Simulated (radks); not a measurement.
The numbers below are computed, except where a source is named.
Problem. The germanium anion Ge4-, [Kr], held by a Watson sphere: a shell of charge +4 at radius R that stands for the Madelung well of a crystal (potential energy -4/R inside, -4/r outside, in hartree with lengths in bohr). Code: a radial shooting solver on a logarithmic mesh with Libxc functionals. Model: scalar-relativistic Kohn-Sham, r2SCAN, spin-polarised, spherical densities, finite nucleus; meta-GGA in the generalised Kohn-Sham scheme; Fermi nuclear charge, rms radius of each element as measured or else 0.836 A^(1/3) + 0.57 fm.

| R (bohr) | e(3d) (eV) | e(4s) (eV) | e(4p) (eV) | <r> 4p (bohr) | sum of <r^2> (bohr^2) | X-ray form factor at sin(theta)/lambda = 0.1 1/angstrom |
|---|---|---|---|---|---|---|
| 3.1 | -27.674 | -12.957 | -6.057 | 3.006 | 86.35 | 31.200 |
| 3.51 | -27.315 | -11.884 | -5.363 | 3.236 | 97.35 | 30.850 |
| 4.12 | -27.071 | -10.739 | -4.512 | 3.583 | 115.2 | 30.393 |
| 4.47 | -27.004 | -10.279 | -4.115 | 3.786 | 126.4 | 30.170 |

Estimate the row for R = 3.03 bohr.

Solution. e(3d) (eV) -27.764; e(4s) (eV) -13.169; e(4p) (eV) -6.185; <r> 4p (bohr) 2.967; sum of <r^2> (bohr^2) 84.55; X-ray form factor at sin(theta)/lambda = 0.1 1/angstrom 31.263.
